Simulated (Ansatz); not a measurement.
A structure relaxed at PBE0-D4/def2-TZVP in Ansatz, charge 0, singlet:

Cartesian coordinates in Å:
```
W 0.458 -0.839 -1.079
Te -1.506 0.331 0.066
Te 1.047 0.508 1.013
```

(1) Give its formula.

(2) Summarise the bond lengths by kind (pairs closer than 1.2 times the sum of covalent radii, bridged metal pairs left out).

## Answers

(1) the cluster Te₂W.

(2) 2 × Te–W 2.56 Å; 1 × Te–Te 2.73 Å. The metal has 2 neighbours: Te 2.56 Å, Te 2.56 Å.

In the def2 sets Te, W take a core potential; there is no spin–orbit coupling. The restricted singlet is unstable towards broken spin symmetry in Hartree–Fock (as tested in another run); at PBE0-D4/def2-TZVP this wasn't settled. Another isomer (triplet) lies 2.62 eV lower at PBE0-D4/def2-TZVP; other spin states weren't run for this one.
